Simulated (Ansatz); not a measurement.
Consider the ligand exchange at a Ge–O bond: `C[O][GeH]([F])[O]C` + H₂S → `C[O][GeH]([F])[SH]` + CH₃OH.

Gas-phase electronic energies from Ansatz, PBE0-D4/def2-TZVP geometries. CCSD(T)/CBS adds triple-zeta CCSD(T) − MP2 to the extrapolated MP2 energy (def2 sets, frozen cores). This one scheme is used for every species. Functionals use def2-TZVPP. For Ge outer-core shells are correlated without core-valence functions, which leaves a few kJ/mol of doubt a bond. Scalar relativity is left out up to krypton. Each species was taken in one conformer, which may not be the lowest.

CCSD(T)/CBS gives -4.9 kJ/mol.

(1) Another level gave -17.6 kJ/mol. Which?
A. HF/def2-TZVPP
B. ωB97M-V/def2-TZVPP
C. PBE/def2-TZVPP
D. CCSD/def2-TZVPP

Largest T1 diagnostic among the species: 0.012.

Answers

(1) C. PBE -17.6, CCSD/def2-TZVPP 1.2, ωB97M-V -6.8, HF/def2-TZVPP 5.6 kJ/mol.

In def2-TZVPP, CCSD(T) changes the Hartree–Fock value by −5.9 kJ/mol (the triples alone add −1.5 kJ/mol) and MP2 by −8.5 kJ/mol.
